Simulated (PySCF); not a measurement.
Species: C2H3Br3Ge (charge 0, singlet). 
Coordinates optimised at B3LYP-D3(BJ)/def2-TZVP (Ansatz):
SMILES: C=[CH][Ge]([Br])([Br])[Br]
```xyz
9

C     -2.9964    -0.7739    -0.6588
C     -2.2587     0.0186     0.1053
Ge    -0.3267     0.0316     0.0441
Br     0.4520     2.1378    -0.5214
Br     0.5533    -0.5018     2.1186
Br     0.4613    -1.4921    -1.5097
H     -4.0793    -0.7585    -0.6019
H     -2.5566    -1.4656    -1.3673
H     -2.7047     0.7091     0.8128
```
Charge 0, spin multiplicity 1.

Dispersion corrections to the total energy (kcal/mol) from the dftd3 and dftd4 libraries through PySCF: D3(BJ) without and D4 with the three-body term, each with the damping fitted for the functional named.

```tsv
functional	D3(BJ)	D4
PBE	-7.92	-8.56
LC-wPBE	…	-9.78
PW6B95	-6.06	-5.98
BLYP	-18.49	…
CAM-B3LYP	…	-7.94
HF	-52.20	-24.52
HSE06	-7.06	-7.17
```

**Question.** Some entries are withheld; supply them.

**Answer.** 
- LC-wPBE, D3(BJ): -9.18
- BLYP, D4: -17.85
- CAM-B3LYP, D3(BJ): -8.24
